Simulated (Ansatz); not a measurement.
System: bromo(trimethyl)silane, C₃H₉BrSi, charge 0, multiplicity 1. 
Coordinates optimised at B3LYP-D3(BJ)/def2-TZVP (Ansatz, an electronic-structure program):
SMILES: C[Si](C)(C)Br
```xyz
14

Si    -0.0196     0.0954    -0.8263
C      1.6956    -0.2681    -1.4672
C     -1.2730    -1.1157    -1.4948
C     -0.5205     1.8607    -1.1690
Br     0.0337    -0.1643     1.4232
H      2.4279     0.4157    -1.0355
H      1.9974    -1.2874    -1.2219
H      1.7233    -0.1560    -2.5546
H     -0.9952    -2.1419    -1.2497
H     -1.3369    -1.0299    -2.5830
H     -2.2632    -0.9238    -1.0791
H     -0.5612     2.0385    -2.2472
H      0.1939     2.5617    -0.7349
H     -1.5046     2.0767    -0.7506
```
Charge 0, spin multiplicity 1.

Property: atomisation energy (electronic, to ground-state atoms), in kJ/mol. Correlated levels leave the core frozen unless marked. UHF or UKS for open shells. Spin-orbit coupling is left out. The frozen core is the preceding noble-gas configuration, with the filled d and f shells of earlier blocks. No relativistic terms. The coupled-cluster limit lacks core correlation, which all-electron functionals hold. CBS marks a two-point X^-3 extrapolation of the correlation energy; Hartree-Fock from the larger set. [CCSD(T)-MP2]/basis is that difference in the basis named.

| level | program | atomisation energy (kJ/mol) |
|---|---|---|
| HF/def2-QZVPP | Ansatz | 3997.4 |
| SVWN5/def2-TZVPD | Ansatz | 5821.0 |

Estimate the value at RI-MP2/CBS(def2-TZVPP,def2-QZVPP)+[CCSD(T)-MP2]/def2-TZVPP as computed with Ansatz.

5206.9 kJ/mol
